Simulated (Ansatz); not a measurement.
Reaction (formal exchange of groups at the Si–As bond): `C[SiH2][AsH2]` + `BSC#C` → `C#CSB[SiH2]C` + `[AsH3]`

Program: Ansatz. Geometries: PBE0-D4/def2-TZVP. ΔE: electronic, gas phase. CBS: MP2 limit from def2 TZ/QZ plus the TZ coupled-cluster correction, frozen cores. Functionals use def2-TZVPP. HSE06 is defined as in plane-wave codes. For As outer-core shells are correlated without core-valence functions, which leaves a few kJ/mol of doubt a bond. Scalar relativity is left out up to krypton. Each species was taken in one conformer, which may not be the lowest.

```tsv
level	ΔE (kJ/mol)	difference from CCSD(T)/CBS
PBE-D4	34.2	-3.4
HSE06-D4	37.1	-0.5
PBE-QIDH	39.5	1.9
HF/def2-SVP	46.0	8.4
MP2/def2-SVP	24.6	-13.0
HF/def2-TZVPP	53.2	15.6
MP2/def2-TZVPP	36.0	-1.6
SCS-MP2/def2-TZVPP	37.7	0.1
CCSD/def2-TZVPP	38.8	1.2
SCS-MP2/def2-QZVPP	38.6	1.0
CCSD(T)/CBS	37.6	0
```

Largest T1 diagnostic among the species: 0.014.

At CCSD(T), def2-SVP lies −14.5 kJ/mol from the extrapolated value and def2-TZVPP −2.0 kJ/mol. Leaving LDA and LC-ωPBE aside and taking each functional with its dispersion term where it has one, the values, not all of them listed here, spread over 11.6 kJ/mol, from B97M-V to B2PLYP. LDA lies −7.7 kJ/mol from PBE without D4. The D4 term adds −8.5 kJ/mol with B3LYP and −5.1 kJ/mol with PBE0; it sums over pairs of atoms, weighted by their polarisabilities, and B3LYP, whose exchange is more repulsive, gets the larger term.

B3LYP here is the variant with VWN-RPA as its local correlation; programs differ in this.
